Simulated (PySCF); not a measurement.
Dissociation curve of SMILES [F][GeH3]. The Ge1–F5 bond (Ge1 also carries H, H, H; F5 carries nothing else) is stretched with both fragments frozen at the PBE0/def2-TZVP optimised geometry.

Levels: UCCSD = PySCF with CCSD on UHF/cc-pVDZ, 10 core orbitals frozen; RMP2 = PySCF with MP2 on RHF/cc-pVDZ, 10 core orbitals frozen; UKS-M06-2X = unrestricted M06-2X/cc-pVDZ in PySCF.

Energies are in mEh, each relative to the lowest point of its own curve near equilibrium.

```csv
R / Å,UCCSD,RMP2,UKS-M06-2X
1.40,137.6,138.1,137.2
1.47,77.3,77.7,77.0
1.57,27.3,27.5,27.1
1.62,13.5,13.6,13.3
1.69,2.8,2.9,2.8
1.74,0.0,0.0,0.0
1.80,0.5,(withheld),0.5
1.84,2.6,2.5,2.7
1.90,7.8,7.7,8.1
2.03,24.7,24.6,25.3
2.16,45.4,45.5,46.4
2.34,75.3,75.8,77.3
2.60,115.5,116.9,118.7
2.85,145.9,150.8,149.3
3.13,166.5,182.0,167.9
3.50,176.7,(withheld),181.8
3.82,179.3,(withheld),188.3
4.23,180.4,(withheld),191.7
4.74,180.9,(withheld),193.0
5.28,181.0,(withheld),193.4
6.15,181.0,222.8,193.4
```

Q: Some entries are withheld; supply them.

A: 
- 1.80, RMP2: 0.4
- 3.50, RMP2: 213.2
- 3.82, RMP2: 231.8
- 4.23, RMP2: 245.5
- 4.74, RMP2: 250.3
- 5.28, RMP2: 244.8

The unrestricted determinant behind UCCSD is spin-contaminated at 2.60 to 6.15 Å (<S²> up to 1.0, against 0.00 for a pure singlet). The restricted form behind RMP2 keeps the bonding electrons paired and can't separate into open-shell fragments. The T1 diagnostic of CCSD on the restricted reference of RMP2 exceeds 0.045 at 3.13 to 6.15 Å. The unrestricted determinant behind UKS-M06-2X is spin-contaminated at 2.85 to 6.15 Å (<S²> up to 1.0, against 0.00 for a pure singlet).
